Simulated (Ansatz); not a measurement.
Basis-set series for ClH₂O₂SSi, SMILES `O[Si](O)([S])Cl` radical. Total charge 0; spin multiplicity 2. The structure was optimised at the PBE0-D4/def2-TZVP level. It is one conformer, not always the lowest.

Z-matrix (Å, degrees):
```
Si
O 1 1.620
S 1 2.101 2 111.5
O 1 1.629 2 106.1 3 126.6
Cl 1 2.053 2 112.0 3 -113.1
H 2 0.960 1 116.8 3 -152.4
H 4 0.959 1 117.9 2 179.7
```

```
functional       basis  functions  energy (Eh)  HOMO (eV)  LUMO (eV)
   PBE0-D4    def2-SVP         92  -1298.63127      -7.53      -4.65
   PBE0-D4  def2-QZVPP        384  -1299.27894      -7.77      -4.79
   ωB97M-V    def2-SVP         92  -1299.09615      -9.73      -2.55
   ωB97M-V  def2-QZVPP        384  -1299.74131     -10.00      -2.82
```

Q: Give the rows for def2-TZVPP. (Estimate.)

A: Computed: 
| functional | basis | functions | energy (Eh) | HOMO (eV) | LUMO (eV) |
| --- | --- | --- | --- | --- | --- |
| PBE0-D4 | def2-TZVPP | 216 | -1299.23437 | -7.73 | -4.75 |
| ωB97M-V | def2-TZVPP | 216 | -1299.69919 | -9.94 | -2.75 |

HOMO and LUMO are taken over both spins.
